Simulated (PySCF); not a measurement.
Species: C4H9PSSi.
SMILES with atom numbers: `[CH2:1]=[CH:2][C@@H:3]1[C@@H:4]([SiH3:5])[P@@H:6]1=[S:7]` (hydrogens: H8, H9 on C1; H10 on C2; H11 on C3; H12 on C4; H13, H14, H15 on Si5; H16 on P6)

Cartesian coordinates in Å at the GFN2-xTB level; atoms count from 1:
```xyz
16
C4H9PSSi angstrom
C      1.9386   -2.0466   -0.0235
C      1.5476   -0.7941    0.1507
C      0.1549   -0.3883    0.3585
C     -0.3462    0.9126   -0.3326
Si    -2.0089    0.8428   -1.2297
P     -0.1672    1.0419    1.4652
S      1.1393    2.0996    2.4215
H      2.9745   -2.3005   -0.1638
H      1.2354   -2.8636   -0.0336
H      2.2706    0.0135    0.1566
H     -0.5606   -1.2047    0.3821
H      0.4497    1.4426   -0.8524
H     -3.0302    0.4100   -0.2718
H     -1.8758   -0.1474   -2.2971
H     -2.2986    2.1780   -1.7424
H     -1.4308    0.8132    2.0009
```

The calculation used TDDFT B3LYP/def2-SVPD, vertical, gas phase, core orbitals frozen in the response in PySCF 2.14.0, density-fitted response routines.

Ground-to-excited transition dipoles (e·a0, same axes as the geometry; the sign carries no meaning), for the states with f of 0.002 or more among the lowest 7:

```json
{"state": "S1", "E (eV)": "4.693", "μx": "-0.199", "μy": "0.517", "μz": "0.051"}
{"state": "S2", "E (eV)": "4.914", "μx": "-0.182", "μy": "-0.456", "μz": "-0.530"}
{"state": "S3", "E (eV)": "5.043", "μx": "0.246", "μy": "-0.257", "μz": "-0.146"}
{"state": "S4", "E (eV)": "5.237", "μx": "-0.271", "μy": "0.284", "μz": "0.008"}
{"state": "S5", "E (eV)": "5.279", "μx": "0.071", "μy": "0.013", "μz": "-0.381"}
{"state": "S6", "E (eV)": "5.476", "μx": "0.173", "μy": "0.184", "μz": "0.380"}
{"state": "S7", "E (eV)": "5.817", "μx": "0.094", "μy": "0.059", "μz": "0.204"}
```

(1) What oscillator strength does each state have?

(2) What angle do the transition dipoles of S1 and S3 make?

(3) What peak molar absorption coefficient would the strongest computed level give as a lone Gaussian band 0.5 eV wide at half height?

Answers

(1) f = (2/3) ΔE |μ|² with ΔE in hartree (27.2114 eV).

```
state  |μ|² (au)  |μ| (D)      f
   S1      0.310     1.41  0.036
   S2      0.522     1.84  0.063
   S3      0.148     0.98  0.018
   S4      0.154     1.00  0.020
   S5      0.150     0.99  0.019
   S6      0.208     1.16  0.028
   S7      0.054     0.59  0.008
```

(2) |cos θ| = |μa·μb| / (|μa| |μb|) = 0.89, so θ ≈ 28° (taken between 0 and 90°, since the signs are arbitrary).

(3) ε(max) = 2.175×10⁸ f / FWHM, with the width in cm⁻¹. S2: 2.175×10⁸ × 0.0629 / 4033 ≈ 3400 L mol⁻¹ cm⁻¹.

One conformer stands for the species.
